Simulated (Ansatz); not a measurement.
A made-up structure of CH$_{2}$SSe, singlet:

```xyz
5
angstrom
S -0.7806 -1.3965 -0.7414
C -0.3677 -0.3062 0.3655
Se 0.7967 1.1525 0.2023
H -0.2442 -2.6225 -0.9840
H 1.1195 0.8859 -1.2070
```

It is relaxed with PBE-D4/def2-SVP and then PBE0-D4/def2-TZVP (Ansatz 0.2.0). Atoms count as bonded within 1.22 times the sum of their covalent radii (H–H: 0.88 Å). The end point is not checked to be a true minimum.

**Question.** Does its bonding change? (Judge from chemistry; the calculation decides.)

**Answer.** By the calculation: No: no bond forms or breaks.

Where it ends: The first stage lowers the energy by 2.35 eV in 10 steps. It ends as CH₂SSe ([SH][C][SeH]):
```json
{"atom": "S1", "x (Å)": "-0.8477", "y (Å)": "-1.6553", "z (Å)": "-0.2871"}
{"atom": "C2", "x (Å)": "-0.6283", "y (Å)": "-0.2085", "z (Å)": "0.4498"}
{"atom": "Se3", "x (Å)": "0.6162", "y (Å)": "0.9917", "z (Å)": "-0.0360"}
{"atom": "H4", "x (Å)": "0.0873", "y (Å)": "-1.7255", "z (Å)": "-1.2994"}
{"atom": "H5", "x (Å)": "1.2962", "y (Å)": "0.3109", "z (Å)": "-1.1918"}
```

Labels in which every atom is bracketed show which atoms are joined, not bond orders.

For scale, one of the runs: PBE0-D4/def2-TZVP relaxation, 128 basis functions, launched by `ansatz run in.yaml --threads 2 --pin off --events-out ev --progress --plain --max-ram 4352MiB`. Hardware: 2 CPU threads of an Arm Neoverse N1, shared host. Wall time about 32 s.
